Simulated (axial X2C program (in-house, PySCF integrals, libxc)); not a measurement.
Which molecule has these constants?

Computed with an in-house relativistic program for diatomic molecules, spin-free (one-electron X2C) or two-component (2c: spin–orbit coupling with atomic mean-field Coulomb and Gaunt terms, which also bring small scalar terms), in Dyall basis sets with cores contracted in-house; open shells are unrestricted.

A two-component PBE0 calculation in a Dyall 3-zeta basis gave Re = 2.189 Å, ωe = 443.3 cm⁻¹, De = 3.43 eV, Ω = 5/2.

**Question.** Which molecule is it?
A. TcF⁺
B. TcBr⁺
C. TcCl⁺

**Answer.** C. The others have TcF⁺ 1.838 Å and 690.6 cm⁻¹ (Ω = 5/2); TcBr⁺ 2.322 Å and 318.5 cm⁻¹ (Ω = 5/2).

Each entry is the lowest single determinant of a limited PBE0 search at one distance. De goes to single-determinant-based atoms at the same level (for ions the charge split of lowest energy) and is withheld (n/a) where an atom does not fit its ground term or J level. Main or longest-lived isotopes. One determinant is a doubtful description, or other states lie close, for TcCl⁺, TcF⁺, TcBr⁺; these need not be ground states, and all values refer to the states named. With several unpaired electrons the Ω given is that of one determinant, not necessarily of the lowest component. Some light 2c atoms are not at their ground J level, so De misses part of their lowering (0.04 eV or less). The functionals have no current term, which raises determinants with orbital currents.
